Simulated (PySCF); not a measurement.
## SMILES C#CC=C=C([SiH3])C#C, C7H6Si

Geometry:
```json
{"atom": "C1", "x (Å)": "3.703", "y (Å)": "0.401", "z (Å)": "-0.378"}
{"atom": "C2", "x (Å)": "2.717", "y (Å)": "-0.078", "z (Å)": "0.142"}
{"atom": "C3", "x (Å)": "1.581", "y (Å)": "-0.660", "z (Å)": "0.773"}
{"atom": "C4", "x (Å)": "0.335", "y (Å)": "-0.406", "z (Å)": "0.430"}
{"atom": "C5", "x (Å)": "-0.910", "y (Å)": "-0.205", "z (Å)": "0.055"}
{"atom": "Si6", "x (Å)": "-1.643", "y (Å)": "-1.337", "z (Å)": "-1.283"}
{"atom": "C7", "x (Å)": "-1.745", "y (Å)": "0.821", "z (Å)": "0.586"}
{"atom": "C8", "x (Å)": "-2.515", "y (Å)": "1.667", "z (Å)": "0.989"}
{"atom": "H9", "x (Å)": "4.571", "y (Å)": "0.830", "z (Å)": "-0.843"}
{"atom": "H10", "x (Å)": "1.762", "y (Å)": "-1.360", "z (Å)": "1.601"}
{"atom": "H11", "x (Å)": "-2.034", "y (Å)": "-0.512", "z (Å)": "-2.463"}
{"atom": "H12", "x (Å)": "-0.608", "y (Å)": "-2.339", "z (Å)": "-1.664"}
{"atom": "H13", "x (Å)": "-2.853", "y (Å)": "-2.017", "z (Å)": "-0.737"}
{"atom": "H14", "x (Å)": "-3.183", "y (Å)": "2.423", "z (Å)": "1.358"}
```

Theory: TDDFT CAM-B3LYP/aug-cc-pVDZ circular dichroism and optical rotation, one conformer, gas phase (PySCF 2.14.0). Geometry: PBE0-D3(BJ)/def2-SVP.

No stereocentre is labelled: unless the shape is locked (an allene, a helicene, a hindered biaryl), the mirror image is equally populated and a measured rotation or CD is zero.

(1) Draw the ECD and absorption spectra from the lowest 12 states, each a Gaussian of half-width 0.3 eV at 1/e height.

Answers

(1) 
| E (eV) | λ (nm) | Δε (L mol⁻¹ cm⁻¹) | ε (L mol⁻¹ cm⁻¹) |
| --- | --- | --- | --- |
| 4.21 | 294 | +0.04 | 1.78 |
| 4.36 | 284 | +0.17 | 7.36 |
| 4.51 | 275 | +0.44 | 19 |
| 4.66 | 266 | +0.67 | 41 |
| 4.81 | 258 | +0.71 | 194 |
| 4.96 | 250 | +0.81 | 1370 |
| 5.11 | 243 | +1.67 | 6710 |
| 5.26 | 236 | +3.66 | 20300 |
| 5.41 | 229 | +5.88 | 37400 |
| 5.56 | 223 | +6.31 | 42000 |
| 5.71 | 217 | +4.20 | 28800 |
| 5.86 | 212 | +1.40 | 12100 |
| 6.01 | 206 | -0.34 | 3270 |
| 6.16 | 201 | -0.92 | 1110 |
| 6.31 | 196 | -0.09 | 2190 |
| 6.46 | 192 | +3.01 | 6130 |
| 6.61 | 188 | +7.31 | 12200 |

Δε uses R in velocity form, ε uses f in length form. Only the states computed contribute, so the short-wavelength end is incomplete.
